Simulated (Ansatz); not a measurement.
Abridged output of a molecular run in Ansatz:

```
Functional definition: HF
725 factors; integrals over basis functions are off by at most 1.2e-3 eV
mean field evaluation 1: about -14343.7633 eV, gradient 2.6e1 eV
mean field evaluation 2: about -14343.7650 eV, gradient 2.6e1 eV
mean field evaluation 4: about -14346.6608 eV, gradient 2.3e0 eV
mean field evaluation 8: about -14346.7262 eV, gradient 1.4e-1 eV
mean field -14346.72663126 eV, -527.2324791381 hartree, gradient 1.2e-6 eV, S^2 0.753044; 0 other end points of the search recorded, 0 dependent functions left out
8 core orbitals not correlated: weight in the atoms' cores, before any rotation towards them, 1.000 or more for the frozen orbitals, at most 0.000 for the correlated occupied ones
reference -14346.72663126 eV, -527.2324791381 hartree; 13, 12 occupied and 54, 55 virtual orbitals, 725 factors
second order -16.03632082 eV of doubles, -0.00000000 eV of singles
cycle   1  -16.29902996 eV  change   -2.6e-1 eV  update   8.9e-2
cycle   2  -16.63653737 eV  change   -3.4e-1 eV  update   2.6e-2
cycle   3  -16.73761273 eV  change   -1.0e-1 eV  update   1.5e-2
cycle   4  -16.73605827 eV  change    1.6e-3 eV  update   3.9e-3
cycle   5  -16.73379073 eV  change    2.3e-3 eV  update   1.8e-3
cycle   6  -16.73404190 eV  change   -2.5e-4 eV  update   6.8e-4
cycle   7  -16.73415558 eV  change   -1.1e-4 eV  update   2.5e-4
cycle   8  -16.73418250 eV  change   -2.7e-5 eV  update   9.1e-5
cycle   9  -16.73420862 eV  change   -2.6e-5 eV  update   3.7e-5
cycle  10  -16.73420416 eV  change    4.5e-6 eV  update   1.4e-5
perturbative correction -0.31494344 eV, -0.0115739579 hartree
Total energy: -14363.77577885 eV, -527.8590237560 hartree
Checks for a lower state left out: cluster_reference
```

Its atoms:

Z-matrix (Å, degrees):
```
C
Si 1 1.860
H 1 1.091 2 110.5
H 1 1.091 2 110.5 3 -120.7
H 1 1.094 2 108.7 3 119.6
F 2 1.598 1 108.7 3 -176.8
F 2 1.598 1 108.7 3 -61.8
```

(1) Which basis set was used?
A. def2-SVP
B. def2-QZVPP
C. def2-TZVPP
D. cc-pV(Q+d)Z

(2) Write the keys of the input that set method, charge and spin (a neutral closed shell needs none for the last two).

## Answers

(1) A. It gives 75 functions.

(2) 
```yaml
magnetization: {spin_polarized: true, initial_magnetization: 1}
correlation: {method: ccsd_t}
scf: {omitted_lower_state_checks: [cluster_reference]}
```
